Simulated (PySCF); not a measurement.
C4H11NSSi.
Numbering: `[CH3:1][S:2][Si@@H:3]1[CH2:4][CH2:5][CH2:6][NH:7]1` (hydrogens: H8, H9, H10 on C1; H11 on Si3; H12, H13 on C4; H14, H15 on C5; H16, H17 on C6; H18 on N7)

Method used: core-valence-separated Tamm–Dancoff BHandHLYP/aug-pcX-1 (pcseg-1 on H, def2-SVPD on Si, def2-SVPD on S) in PySCF, non-relativistic, gas phase, PBE0-D3(BJ)/def2-SVP geometry. BHandHLYP without relativity tends to put these K edges a few eV too low, so spacings mean more than positions.

Problem. What does the N 1s absorption edge look like?

Solution. 
```json
{"E (eV)": "399.25", "f": "0.0118", "core hole on": "N7", "main final orbital": "spread"}
{"E (eV)": "400.26", "f": "0.0168", "core hole on": "N7", "main final orbital": "spread"}
{"E (eV)": "400.46", "f": "0.0061", "core hole on": "N7", "main final orbital": "spread"}
{"E (eV)": "400.70", "f": "0.0147", "core hole on": "N7", "main final orbital": "spread"}
{"E (eV)": "401.07", "f": "0.0026", "core hole on": "N7", "main final orbital": "spread"}
{"E (eV)": "401.25", "f": "0.0034", "core hole on": "N7", "main final orbital": "LUMO+4 (32 %)"}
{"E (eV)": "401.29", "f": "0.0017", "core hole on": "N7", "main final orbital": "spread"}
```

The first line with a tenth or more of the strongest one's intensity is at 399.25 eV (f = 0.012), with the hole on N7 (silicon-bound nitrogen). The strongest listed is at 400.26 eV (f = 0.017; N7).

Problem. Give energies, oscillator strengths and core holes at the C K edge.

Solution. 
```csv
E (eV),f,core hole on,main final orbital
285.20,0.0429,C1,LUMO (31 %)
285.21,0.0116,C4,LUMO+1 (47 %)
285.52,0.0129,C4,LUMO (37 %)
285.58,0.0133,C5,LUMO+1 (52 %)
285.81,0.0192,C4,LUMO+3 (35 %)
286.12,0.0279,C5,spread
286.21,0.0164,C6,LUMO+1 (48 %)
286.25,0.0185,C1,LUMO (43 %)
286.27,0.0229,C4,spread
286.60,0.0123,C5,LUMO (38 %)
286.62,0.0009,C4,LUMO+2 (35 %)
286.73,0.0002,C4,LUMO+1 (34 %)
286.81,0.0317,C6,LUMO+3 (34 %)
286.87,0.0003,C4,LUMO+5 (33 %)
286.94,0.0577,C1,"spread (2 roots, f summed)"
286.98,0.0010,C5,LUMO+3 (39 %)
287.07,0.0157,C6,LUMO+4 (35 %)
287.09,0.0024,C5,LUMO+2 (33 %)
```

The first line with a tenth or more of the strongest one's intensity is at 285.20 eV (f = 0.043), with the hole on C1 (S-methyl carbon). The strongest listed is at 286.94 eV (f = 0.058, sum of 2; C1).

Roots within 0.03 eV whose holes lie on the same, on equivalent or on shared atoms are summed into one line, and the highest roots are left out, as the search may have cut off their partners. Final orbitals are the ground state's empty Kohn–Sham orbitals.

Problem. What length of transition dipole belongs to the line at 399.25 eV?

Solution. From f = (2/3) ΔE |μ|² in atomic units, with ΔE = 14.672 Eh and f = 0.0118: |μ| = 0.035 au = 0.09 D.

The ionisation thresholds weren't computed; near and above them a finite basis only mimics Rydberg series and continuum.

One conformer stands for the species.
